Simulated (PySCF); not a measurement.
A run for PySCF: R-B3LYP/6-311+G** on CH3Cl (SMILES CCl).

```python
from pyscf import gto, scf, dft, mp
from pyscf.data.elements import chemcore

mol = gto.M(
    atom='''
    C     0.80765029   -0.84884394    3.45746321
    Cl   -0.09440026    0.64005211    3.89387009
    H     1.72305566   -0.55690838    2.95217775
    H     1.02999050   -1.39177102    4.37103409
    H     0.18402824   -1.44444949    2.79830961
    ''',
    basis='6-311+g**',
    charge=0, spin=0, verbose=3, max_memory=1800)
mf = dft.RKS(mol, xc='b3lyp')
mf.conv_tol = 1e-8
mf.max_cycle = 100
mf.kernel()
if not mf.converged:
    mf = mf.newton().run(mf.mo_coeff, mf.mo_occ)
```

Program output:

```
converged SCF energy = -500.151682687421
```

Self-consistency was reached.

Cost: very roughly 1.0 core-seconds.
